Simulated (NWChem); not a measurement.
System meant: C4H7, doublet; SMILES [CH]=C(C)C

Input file for NWChem:

```
start job
memory heap 200 mb stack 900 mb global 1100 mb
geometry units angstroms noautoz
  C      1.483943     0.242717     0.000835
  C      0.185044     0.002221    -0.000400
  C     -0.370955    -1.395961     0.000442
  C     -0.829698     1.120259    -0.003991
  H      2.130111     1.121426     0.000404
  H      0.426578    -2.150552     0.007957
  H     -1.013571    -1.557497     0.882440
  H     -1.001779    -1.563063    -0.889049
  H     -0.356297     2.111657    -0.001273
  H     -1.478346     1.048584    -0.893503
  H     -1.486104     1.047368     0.879696
end
basis spherical
  C library def2-svp
  H library def2-svp
end
dft
  odft
  mult 2
  xc b3lyp
  iterations 4
  mulliken
end
task dft energy
```

End of the output:

```
     --------------------------
     Expectation value of S2:
     --------------------------
      <S2> =      0.7561 (Exact =     0.7500)

 center of mass
 --------------
 x =   0.09492954 y =  -0.00114338 z =   0.00005675

 moments of inertia (a.u.)
 ------------------
         213.770728468811           0.000000000000           0.000000000000
           0.000000000000         182.573971655056          -0.000000000000
           0.000000000000          -0.000000000000         373.733422733517

     Multipole analysis of the density
     ---------------------------------

     L   x y z        total         alpha         beta         nuclear
     -   - - -        -----         -----         ----         -------
     0   0 0 0     -0.000000    -16.000000    -15.000000     31.000000

     1   1 0 0     -0.368804     -1.693831      1.325027     -0.000000
     1   0 1 0      0.153871     -0.001309      0.155180      0.000000
     1   0 0 1     -0.000580     -0.000337     -0.000243      0.000000

     2   2 0 0    -19.600228    -68.246394    -57.167175    105.813341
     2   1 1 0      0.918923     -0.017109     -0.174132      1.110164
     2   1 0 1      0.000518      0.000530     -0.000461      0.000450
     2   0 2 0    -18.475505    -76.207710    -74.385334    132.117540
     2   0 1 1      0.000213     -0.000066     -0.000224      0.000503
     2   0 0 2    -20.185595    -16.058133    -15.345319     11.217856

 ------------------------------------------------------------------------
 dft energy failed                                                                                  0
 ------------------------------------------------------------------------
 ------------------------------------------------------------------------
  current input line :
    27: task dft energy
 ------------------------------------------------------------------------
 ------------------------------------------------------------------------
 This type of error is most commonly associated with calculations not reaching convergence criteria
 ------------------------------------------------------------------------
 For more information see the NWChem manual at https://nwchemgit.github.io

0:dft energy failed:Received an Error in Communication
```

Problem. What is wrong, and how is it mended?

Solution. The run did not converge; its last values are not results. Cause: the SCF was allowed too few iterations. This input runs:
```
start job
memory heap 200 mb stack 900 mb global 1100 mb
geometry units angstroms noautoz
  C      1.483943     0.242717     0.000835
  C      0.185044     0.002221    -0.000400
  C     -0.370955    -1.395961     0.000442
  C     -0.829698     1.120259    -0.003991
  H      2.130111     1.121426     0.000404
  H      0.426578    -2.150552     0.007957
  H     -1.013571    -1.557497     0.882440
  H     -1.001779    -1.563063    -0.889049
  H     -0.356297     2.111657    -0.001273
  H     -1.478346     1.048584    -0.893503
  H     -1.486104     1.047368     0.879696
end
basis spherical
  * library def2-svp
end
dft
  odft
  mult 2
  xc b3lyp
  iterations 150
  mulliken
end
task dft energy
```
It converges to -156.42624 Ha (B3LYP/def2-SVP, spin-unrestricted).
